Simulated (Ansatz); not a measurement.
Input file for Ansatz (a program for electronic structure): R-RI-MP2/cc-pV(Q+d)Z on CH4BClO (SMILES CB(O)Cl), a point of a torsion scan. Files ending in .json are basis or fitting sets from the Basis Set Exchange.

Ansatz 0.2 input:
```yaml
crystal:
  periodic: [false, false, false]
  atoms:
    - {symbol: C, position_ang: [-0.87006922, -0.21890621, 0.01294540]}
    - {symbol: B, position_ang: [0.67449980, 0.12484027, -0.15835082]}
    - {symbol: O, position_ang: [1.38506934, -0.12769182, -1.26333480]}
    - {symbol: Cl, position_ang: [1.56013264, 0.87581946, 1.12510890]}
    - {symbol: H, position_ang: [-1.46869858, 0.29961037, -0.73470367]}
    - {symbol: H, position_ang: [-1.05023891, -1.28392103, -0.12627747]}
    - {symbol: H, position_ang: [-1.25602680, 0.05484444, 0.98956498]}
    - {symbol: H, position_ang: [0.94207564, -0.54261718, -2.00364951]}
basis:
  gaussian:
    orbitals: cc-pV_Q+d_Z.json
    fitting: {mean_field: def2-universal-JKFIT, correlation: cc-pVQZ-RIFIT.json}
magnetization: {spin_polarized: false}
correlation: {method: mp2, electrons: outside_noble_gas}
scf: {lower_state_search: off}
```

Program output:

```
WARN ansatz: RAYON_NUM_THREADS=1 ignored (pool sized by the plan → 1); use --threads N
Functional definition: HF
these checks for a lower state are left out or cut short: stability, starts, cluster_reference, orbital_swaps, neighbouring_geometries, increment
integrals: 0.45 GiB planned
427 factors; integrals over basis functions are off by at most 3.9e0 eV
mean field: 0.70 GiB planned
mean field evaluation 1: about -16308.4813 eV, gradient 3.9e1 eV
mean field evaluation 2: about -16310.9618 eV, gradient 2.1e1 eV
mean field evaluation 4: about -16311.6908 eV, gradient 1.1e0 eV
mean field -16311.69533508 eV, -599.4437471000 hartree, gradient 1.1e-6 eV, S^2 0.000000; 0 other end points of the search recorded, 0 dependent functions left out
8 core orbitals not correlated
774 factors; their error is unknown
reference -16311.69533508 eV, -599.4437471000 hartree; 12, 12 occupied and 329, 329 virtual orbitals, 774 factors
second order -20.70913641 eV of doubles, -0.00000000 eV of singles
Total energy: -16332.40447149 eV, -600.2047938259 hartree
Checks for a lower state left out: stability, starts, cluster_reference, orbital_swaps, neighbouring_geometries, increment
```

The calculation finished and met its thresholds.

Cost: around 3 core-seconds (rough).
